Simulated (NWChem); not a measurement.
System meant: CuH3SO; SMILES [Cu]([SH])<-[OH2]

NWChem input:

```
start job
memory heap 200 mb stack 900 mb global 1100 mb
geometry units angstroms noautoz
  Cu     0.029188    -0.197203     0.005389
  S      0.071098     1.929590     0.008064
  H     -1.277546     2.044000    -0.031600
  O      0.070767    -2.168043     0.005087
  H      0.457864    -2.572652     0.791465
  H      0.518534    -2.571493    -0.749344
end
basis spherical
  Cu library def2-svp
  S library def2-svp
  H library def2-svp
  O library def2-svp
end
dft
  odft
  mult 2
  xc pbe0
  iterations 150
  mulliken
end
task dft energy
```

End of the output:

```
 ==============================================================================
                                 internuclear angles
 ------------------------------------------------------------------------------
        center 1       |       center 2       |       center 3       |  degrees
 ------------------------------------------------------------------------------
    2 S                |   1 Cu               |   4 O                |   177.66
    1 Cu               |   2 S                |   3 H                |    93.72
    1 Cu               |   4 O                |   5 H                |   115.30
    1 Cu               |   4 O                |   6 H                |   115.32
    5 H                |   4 O                |   6 H                |   105.98
 ------------------------------------------------------------------------------
                            number of included internuclear angles:          5
 ==============================================================================

 Summary of "ao basis" -> "" (spherical)
 ------------------------------------------------------------------------------
       Tag                 Description            Shells   Functions and Types
 ---------------- ------------------------------  ------  ---------------------
 Cu                         def2-svp                11       31   5s3p2d1f
 S                          def2-svp                 8       18   4s3p1d
 H                          def2-svp                 3        5   2s1p
 O                          def2-svp                 6       14   3s2p1d

                                 NWChem DFT Module
                                 -----------------

 Summary of "ao basis" -> "ao basis" (spherical)
 ------------------------------------------------------------------------------
       Tag                 Description            Shells   Functions and Types
 ---------------- ------------------------------  ------  ---------------------
 Cu                         def2-svp                11       31   5s3p2d1f
 S                          def2-svp                 8       18   4s3p1d
 H                          def2-svp                 3        5   2s1p
 O                          def2-svp                 6       14   3s2p1d

  number of electrons :                   56
  multiplicity        :                    2
 ------------------------------------------------------------------------
  no. of electrons and multiplicity not compatible                  56
 ------------------------------------------------------------------------
 ------------------------------------------------------------------------
  current input line :
    24: task dft energy
 ------------------------------------------------------------------------
 ------------------------------------------------------------------------
 There is an error in the input file
 ------------------------------------------------------------------------
 For more information see the NWChem manual at https://nwchemgit.github.io

0: no. of electrons and multiplicity not compatible:Received an Error in Communication
```

Problem. What is wrong, and how is it mended?

Solution. The input was rejected before any calculation. Cause: the multiplicity doesn't fit the number of electrons (an even count wants an odd multiplicity, and the reverse). This input runs:
```
start job
memory heap 200 mb stack 900 mb global 1100 mb
geometry units angstroms noautoz
  Cu     0.029188    -0.197203     0.005389
  S      0.071098     1.929590     0.008064
  H     -1.277546     2.044000    -0.031600
  O      0.070767    -2.168043     0.005087
  H      0.457864    -2.572652     0.791465
  H      0.518534    -2.571493    -0.749344
end
basis spherical
  * library def2-svp
end
dft
  xc pbe0
  iterations 150
  mulliken
end
task dft energy
```
It converges to -2114.89781 Ha (PBE0/def2-SVP).
